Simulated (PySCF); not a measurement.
## Electron correlation in Be⁺ (beryllium, charge +1)

[He] 2s1, 2S determinant. Calculation: PySCF 2.14, in aug-cc-pCVDZ (5s4p2d, 27 functions); the non-relativistic Hamiltonian (point nucleus). Frozen: nothing; 3 electrons correlated.

MP2 pair energies summed by pair of shells (mhartree):

```tsv
pair	energy	share (%)
1s-1s	-29.05	93.7
1s-2s	-1.95	6.3
```

Total MP2 correlation energy: -31.00 mhartree.

Same-spin part -0.38 and opposite-spin part -30.61 mhartree; SCS-MP2 scales them by 1/3 and 6/5 to -36.86 mhartree.
